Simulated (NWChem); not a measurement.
CH₃ClGa cation; SMILES [CH3][Ga+][Cl]

Results from NWChem. Coordinates come from a PBE-D3(BJ)/def2-SVP optimisation. B3LYP is NWChem's, with the RPA form of VWN correlation. Static field.

Q: What does the run give for B3LYP/aug-cc-pVDZ? Quantities: isotropic polarisability (bohr³); anisotropy (bohr³).

A: 
```yaml
isotropic polarisability (bohr³): 47.6
anisotropy (bohr³): 38.1
```
